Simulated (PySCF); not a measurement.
**Electronic structure of B⁺ (boron, charge +1) at the MN15 level**

Configuration: [He] 2s2, closed-shell 1S. Computed with PySCF 2.14 in cc-pVTZ-DK (4s3p2d1f, 30 functions), with the spin-free X2C one-electron Hamiltonian (Gaussian nucleus).

| Item | Value |
| --- | --- |
| Total energy | -24.3365 hartree |
| One-electron energy | -30.3718 hartree |
| Hartree (Coulomb) energy | 9.6095 hartree |
| Exchange-correlation energy | -3.5742 hartree |
| ⟨S²⟩ | 0.0000 |
| ⟨L²⟩ | 0.000 |
| Sum of ⟨r⟩ | 4.226 bohr |
| Sum of ⟨r²⟩ | 7.874 bohr² |
| Langevin diamagnetic susceptibility | -6.24 ×10⁻⁶ cm³/mol |
| Time after the integrals | 0.09 s of wall time on 1 thread of Neoverse-V2 (shared host) |

```tsv
shell	electrons	mean orbital energy (eV)	rms radius, mean of both spins (bohr)
1s	2	-198.31	0.384
2s	2	-21.334	1.95
```
